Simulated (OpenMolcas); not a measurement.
**4d3 along the 39-electron sequence**

```
Program             : OpenMolcas 26.06
Method              : MS-RASPT2, IPEA 0.25 Eh, imaginary shift 0.1 Eh
Basis               : ANO-RCC-VTZP
Scalar Hamiltonian  : DKH2, point nucleus
Spin-orbit coupling : RASSI with atomic mean-field integrals over the reference wave functions, term energies averaged over their components
```

Active space for each ion: 9 electrons in 8 orbitals (RAS1 4p, at most 2 holes; RAS2 4d); closed shells correlated by CASPT2: 4s.

Computed levels in cm-1 above 4F 3/2:

```json
{"Level": "4F 5/2", "Mo3+": "798", "Tc4+": "1109", "Ru5+": "1477", "Rh6+": "1934", "Pd7+": "2540"}
{"Level": "4F 7/2", "Mo3+": "1802", "Tc4+": "2470", "Ru5+": "3260", "Rh6+": "4200", "Pd7+": "5430"}
{"Level": "4F 9/2", "Mo3+": "2940", "Tc4+": "3990", "Ru5+": "5180", "Rh6+": "6590", "Pd7+": "8360"}
{"Level": "4P 3/2", "Mo3+": "10670", "Tc4+": "12060", "Ru5+": "13520", "Rh6+": "14970", "Pd7+": "16360"}
{"Level": "4P 1/2", "Mo3+": "10700", "Tc4+": "12120", "Ru5+": "13640", "Rh6+": "15240", "Pd7+": "16860"}
{"Level": "4P 5/2", "Mo3+": "12020", "Tc4+": "13880", "Ru5+": "15930", "Rh6+": "18170", "Pd7+": "20630"}
{"Level": "2G 7/2", "Mo3+": "12170", "Tc4+": "14070", "Ru5+": "16120", "Rh6+": "18250", "Pd7+": "20510"}
{"Level": "2G 9/2", "Mo3+": "12900", "Tc4+": "14940", "Ru5+": "17110", "Rh6+": "19330", "Pd7+": "21670"}
{"Level": "2P 1/2", "Mo3+": "14580", "Tc4+": "17500", "Ru5+": "20370", "Rh6+": "23240", "Pd7+": "26300"}
{"Level": "weight of 4F in the lowest level (%)", "Mo3+": "99", "Tc4+": "98", "Ru5+": "98", "Rh6+": "97", "Pd7+": "96"}
```

Mixed levels, with the weight of the term that names them: Ru5+ 2G 9/2 (71 %), Rh6+ 2G 9/2 (64 %), Pd7+ 4P 3/2 (73 %), Pd7+ 2G 9/2 (57 %).

Measured, with the error of the calculation in %. Measured levels: Mo3+ from Sugar and Musgrove, J. Phys. Chem. Ref. Data 17, 155 (1988).

| Level | Mo3+ |
| --- | --- |
| 4F 5/2 | 778 (+2.5) |
| 4F 7/2 | 1760 (+2.4) |
| 4F 9/2 | 2865 (+2.6) |
| 4P 3/2 | 10331 (+3.3) |
| 4P 1/2 | 10338 (+3.5) |
| 4P 5/2 | 11612 (+3.5) |
| 2G 7/2 | 11580 (+5.1) |
| 2G 9/2 | 12311 (+4.8) |
| 2P 1/2 | 14348 (+1.6) |

The fine-structure level 4F 9/2 changes by a factor of 2.84 from Mo3+ to Pd7+. Its fourth root runs 7.36, 7.95, 8.48, 9.01, 9.56, with steps per unit of Z of 0.58, 0.54, 0.53, 0.55; equal steps would mean a (Z - σ)^4 law with constant σ.

4P 3/2 changes by a factor of 1.53 over the same range, with steps per unit of Z of +1390, +1460, +1450, +1390 cm-1.

CASPT2 breaks the degeneracy within a term, and the mean is taken; among the terms shown or strongly mixed into the levels shown the widest spread is 1500 cm-1 (4d3 4F, Mo3+). Active for correlation alone: 4p; no level in the range computed is led by a configuration that opens it, so any true level of that kind is missing. Computed and measured levels are paired by configuration, term and J; levels that our copy of the source lacks, or whose pairing is in doubt (as where it misses far off the trend of its configuration), stay unpaired and out of the deviations. Levels of configurations outside the active space are missing.
